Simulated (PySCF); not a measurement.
Ge(F)4 cation (F₄Ge), SMILES [F][Ge]([F])([F])[F] (connectivity only; charge and spin as stated), charge +1, multiplicity 2.

Coordinates come from a B3LYP-D3(BJ)/def2-SVP optimisation. A frequency run showed that this geometry is not a minimum. The spin state was assumed, not searched. The isomer is the one that the SMILES or the coordinates give; other isomers of the formula were not compared.

The numbers are results of PySCF with B3LYP-D3(BJ)/def2-SVP, not measurements.

Frequencies are harmonic and unscaled.

Modes within 1.5 cm⁻¹ of each other (mostly degenerate sets) share a row, with their intensities summed.

Computed harmonic wavenumbers and intensities:
| mode | ν (cm⁻¹) | IR (km/mol) | moving atoms (share of kinetic energy) |
|---|---|---|---|
| 1–2 | 223i | 141.4 | F 57 %, Ge 43 % |
| 3 | 97 | 1.1 | F 60 %, Ge 40 % |
| 4 | 112 | 0.0 | F 100 % |
| 5 | 138 | 0.0 | F 100 % |
| 6–8 | 524 | 541.2 | F 92 %, Ge 8 % |
| 9 | 674 | 0.0 | F 100 % |
